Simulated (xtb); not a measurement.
H$_{2}$S$_{2}$, charge +1, doublet, geometry from GFN2-xTB (a state made from the parent by changing its charge; the spin is typed, not shown lowest). Base run: GFN2-xTB (xtb 6.7.1).

Geometry (Å):
```xyz
4

S     -0.8096    -0.0377     0.5946
S      0.8096     0.0377    -0.5946
H     -1.7186    -0.0813    -0.4051
H      1.7186     0.0813     0.4051
```
Charge +1, spin multiplicity 2.
All else is at xtb's defaults.
Base energy -7.01692 Eh.

Variants of this job, named by their change:

```csv
change,ΔE vs base (kcal/mol),G_solv (kcal/mol),SCF cycles
base,0.000,-,9
acc = 0.0001,0.000,-,13
alpb = benzene,-49.45,-49.49,9
etemp = 3000,-0.246,-,8
gbsa = methanol,-57.12,-57.60,8
etemp = 1000,0.000,-,9
alpb = cs2,-44.12,-44.20,8
```

ALPB and GBSA are two models with their own fitted parameters for each solvent, which aren't always the measured dielectric constant.
